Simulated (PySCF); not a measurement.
Computed shifts of a molecule C2H9GeN, PBE/pcSseg-1 in PySCF, GIAO, gas phase, equivalent atoms averaged, in ppm (number of nuclei): ¹⁵N: 6.9 (1). ¹³C: 15.6 (1), 12.3 (1). ¹H: 5.52 (1), 5.02 (1), 1.47 (3), 1.43 (1), 1.05 (1), -0.04 (1), -0.14 (1). References: ⁷³Ge against GeH4 (σ = 1614.4 ppm); ¹⁵N against NH3 (σ = 267.0 ppm); ¹³C against TMS (σ = 182.0 ppm); ¹H against TMS (σ = 31.49 ppm), references at their B3LYP-D3(BJ)/def2-TZVP geometries, non-relativistic. Coordinates come from a B3LYP-D3(BJ)/def2-SVP optimisation. Other conformers were not sampled.

### Question
Which molecule gave these data?
A) CC[NH][GeH3]
B) C[CH2][GeH2][NH2]
C) [CH3][GeH2][CH2]N
D) C[N](C)[GeH3]

### Answer
B, C[CH2][GeH2][NH2]
